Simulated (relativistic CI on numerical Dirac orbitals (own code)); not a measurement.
Method of calculation: Dirac-Coulomb-Breit CI, orbitals from a KLI potential per configuration, model QED, unscaled Slater integrals (own radial code, finite nucleus).

The strongest absorption lines from the ground level of an ion, among the configurations computed and to levels below about 625 eV (vacuum wavelength in Å, gf): 39.586 (0.35), 39.894 (1.8), 39.937 (4.1), 39.955 (2.3), 42.852 (0.084), 51.785 (0.66), 57.964 (2.4), 59.013 (1.2).

Which ion is it?
A. Yb35+
B. Pt45+
C. Pt43+
D. Pt41+

C. Pt43+ has 35 electrons and the ground level 4s2 4p5 2P°_3/2; the strongest line goes to 4s2 4p4 4d 2D_5/2. The pattern of lines fixes the number of electrons, and along that sequence the line energies rise steadily with the charge (about as its square where n changes within one kind of shell, about linearly where n is kept but much faster in heavy ions where fine structure, which grows about as Z⁴, sets the gap, and irregularly where shells cross), which fixes Z. Configurations outside the model, such as inner-shell arrays, can give stronger lines. At this charge energies of transitions that change n are usually good to better than 1 %, and those within a shell (Δn = 0) to a few per cent.

LS names give the leading component of a level, which can be under half, so a name can repeat, a term be missing and a line seem to break the LS rules.
